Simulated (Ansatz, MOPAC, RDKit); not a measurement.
Species: phosphanylboronic acid, H4BPO2, charge 0, multiplicity 1. SMILES: OB(O)P

Atoms: O1, B2, O3, P4, H5, H6, H7, H8. Bonds: O1-B2, O1-H5, B2-O3, B2-P4, O3-H6, P4-H7, P4-H8.

Bond lengths (Å) and angles (degrees) optimised at UFF with RDKit; PM3 with MOPAC; HF/STO-3G with Ansatz (a first-principles code); HF/3-21G with Ansatz; PBE/6-31G* with Ansatz; MP2/6-31G* with Ansatz, each started from the B3LYP-D3(BJ)/def2-TZVP structure (Ansatz) of the last column. A row stands for all coordinates that are equal there; 10 of 15 kinds are shown. 6-31G* holds six Cartesian d functions. No wavenumbers were computed at UFF, HF/STO-3G, PBE/6-31G*, MP2/6-31G*, so these may be saddle points.

| coordinate | UFF | PM3 | HF/STO-3G | HF/3-21G | PBE/6-31G* | MP2/6-31G* | B3LYP-D3(BJ)/def2-TZVP |
|---|---|---|---|---|---|---|---|
| O1-B2 | 1.460 | 1.382 | 1.363 | 1.377 | 1.380 | 1.376 | 1.369 |
| O1-H5 | 0.990 | 0.943 | 0.980 | 0.961 | 0.975 | 0.969 | 0.961 |
| B2-O3 | 1.460 | 1.369 | 1.356 | 1.369 | 1.371 | 1.368 | 1.360 |
| B2-P4 | 1.930 | 1.867 | 1.904 | 1.957 | 1.958 | 1.938 | 1.945 |
| O3-H6 | 0.990 | 0.948 | 0.984 | 0.966 | 0.981 | 0.975 | 0.966 |
| P4-H7 | 1.453 | 1.329 | 1.380 | 1.423 | 1.437 | 1.417 | 1.419 |
| P4-H8 | 1.453 | 1.324 | 1.378 | 1.415 | 1.432 | 1.412 | 1.414 |
| O1-B2-O3 | 120.0 | 103.8 | 116.2 | 118.3 | 118.4 | 118.0 | 118.3 |
| O1-B2-P4 | 119.9 | 134.5 | 125.0 | 124.2 | 124.1 | 124.3 | 123.7 |
| O3-B2-P4 | 120.1 | 120.7 | 118.7 | 117.4 | 117.3 | 117.5 | 117.7 |

Mean signed difference of all 7 bond lengths from B3LYP-D3(BJ)/def2-TZVP: UFF 0.043 Å, PM3 -0.039 Å, HF/STO-3G -0.013 Å, HF/3-21G 0.005 Å, PBE/6-31G* 0.014 Å, MP2/6-31G* 0.003 Å.
